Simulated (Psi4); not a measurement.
Input for Psi4:
```
memory 2 GB

molecule mol {
0 1
  Si   -0.205288   -0.062199    0.510827
  C     1.312074   -1.087427    0.993330
  N    -1.352620   -1.139226   -0.183274
  Cl    0.236376    1.251754   -0.961794
  H    -0.680110    0.736198    1.647363
  H     1.071898   -1.796243    1.779520
  H     1.695619   -1.650019    0.146824
  H     2.114700   -0.454059    1.358857
  H    -1.629717   -1.968610    0.313647
  H    -2.120857   -0.777160   -0.724349
}

set basis cc-pvdz
set reference rhf
set freeze_core true

energy('ccsd')
print_variables()
```

Q: What does this run give for the number of basis functions, nuclear repulsion energy, total energy, coupled-cluster correlation energy (without the perturbative part)?

A: 
The number of basis functions is 94 and the nuclear repulsion energy is 223.9562 Eh. The total energy is -844.940093 Ha. The coupled-cluster correlation energy (without the perturbative part) is -0.6002 Eh.
